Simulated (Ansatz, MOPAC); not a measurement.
Molecule: CClF2, net charge 0, doublet state. SMILES: F[C](F)Cl
Coordinates optimised at B3LYP-D3(BJ)/def2-TZVP (Ansatz, a quantum-chemistry and plane-wave program):
```xyz
4

F     -0.6757    -0.8668    -1.0511
C     -0.5315    -0.0647    -0.0088
F     -0.7280    -0.7321     1.1165
Cl     0.9307     0.8693    -0.0315
```
Charge 0, spin multiplicity 2.

Wanted: vertical electron affinity to the singlet, in eV. Terms: dispersion terms only where a functional's name holds one; UHF or UKS for open shells; non-relativistic; spin-orbit terms left out; 6-31G* and kin with 6d, 5d where marked; valence correlation only; each state is the SCF solution reached for its charge and spin. CBS marks a two-point X^-3 extrapolation of the correlation energy; Hartree-Fock from the larger set. The bracket is a focal-point correction in the basis named. Ab initio and DFT rows: single points at B3LYP-D3(BJ) geometries (Ansatz). Semi-empirical rows: differences of heats of formation at the shared geometry for vertical values. Anions need diffuse functions, which STO-3G, LANL2DZ, def2-SVP, cc-pVDZ and Pople sets without + lack.

| species | coefficient | E at PBE/6-31G* (Ansatz), Eh | E at PBE0/def2-TZVPD (Ansatz), Eh | heat of formation at PM3 (MOPAC), kcal/mol |
|---|---|---|---|---|
| charge -1, singlet | -1 | -697.44610 | -697.67702 | -115.37 |
| charge 0, doublet | +1 | -697.47713 | -697.66040 | -81.36 |

Coupled cluster (Ansatz) is a level with limits of its own, used here on species with T1 under 0.025 (0.045 for open shells) and stable references: RI-MP2/CBS(aug-cc-pV(T+d)Z,aug-cc-pV(Q+d)Z)+[CCSD(T)-MP2]/aug-cc-pV(D+d)Z. Value to compare with, RI-MP2/CBS(aug-cc-pV(T+d)Z,aug-cc-pV(Q+d)Z)+[CCSD(T)-MP2]/aug-cc-pV(D+d)Z (Ansatz): 0.72 eV. 1 Eh = 27.2114 eV and 1 eV = 23.0605 kcal/mol.

### Question
Work the quantity out at each level, and compare with RI-MP2/CBS(aug-cc-pV(T+d)Z,aug-cc-pV(Q+d)Z)+[CCSD(T)-MP2]/aug-cc-pV(D+d)Z (Ansatz).

### Answer

- PBE/6-31G*: the sum of coefficient times E is -0.03103 Eh, or -0.844 eV. Result: -0.84 eV. Its difference against RI-MP2/CBS(aug-cc-pV(T+d)Z,aug-cc-pV(Q+d)Z)+[CCSD(T)-MP2]/aug-cc-pV(D+d)Z (Ansatz) is -1.56 eV.
- PBE0/def2-TZVPD: the sum of coefficient times E is 0.01662 Eh, or 0.452 eV. Result: 0.45 eV. Its difference against RI-MP2/CBS(aug-cc-pV(T+d)Z,aug-cc-pV(Q+d)Z)+[CCSD(T)-MP2]/aug-cc-pV(D+d)Z (Ansatz) is -0.27 eV.
- PM3: the sum of coefficient times heat of formation is 34.01 kcal/mol, or 1.47 eV. Its difference against RI-MP2/CBS(aug-cc-pV(T+d)Z,aug-cc-pV(Q+d)Z)+[CCSD(T)-MP2]/aug-cc-pV(D+d)Z (Ansatz) is 0.75 eV.
